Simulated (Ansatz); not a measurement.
Total energies of MoOF4 from Ansatz at PBE0-D4/def2-TZVP, gas phase (1 Eh = 27.2114 eV = 2625.5 kJ/mol). The reference geometry is relaxed at PBE-D4/def2-SVP.

| state | geometry | energy (Eh) |
| --- | --- | --- |
| charge 0 singlet | reference | -542.76071 |
| charge 1 doublet | reference | -542.24308 |
| free Mo atom (septet) | – | -68.10433 |
| free O atom (triplet) | – | -75.01860 |
| free F atom (doublet) | – | -99.67617 |

In the def2 sets Mo takes a core potential; there is no spin–orbit coupling.

**Question.** Work out the vertical ionisation energy to the doublet.

**Answer.** E(charge 1 doublet) − E(charge 0 singlet) = -542.24308 − (-542.76071) = 0.51763 Eh = 14.09 eV. For comparison, −ε of the highest occupied level is 11.96 eV at this level, 2.13 eV less.

**Question.** What is the binding energy per atom against free atoms?

**Answer.** Atoms: 1 × (-68.10433) + 1 × (-75.01860) + 4 × (-99.67617) = -541.82761 Eh. Binding: -541.82761 − (-542.76071) = 0.93310 Eh = 25.39 eV, or 4.23 eV for each of 6 atoms (no zero-point energy, no counterpoise term).
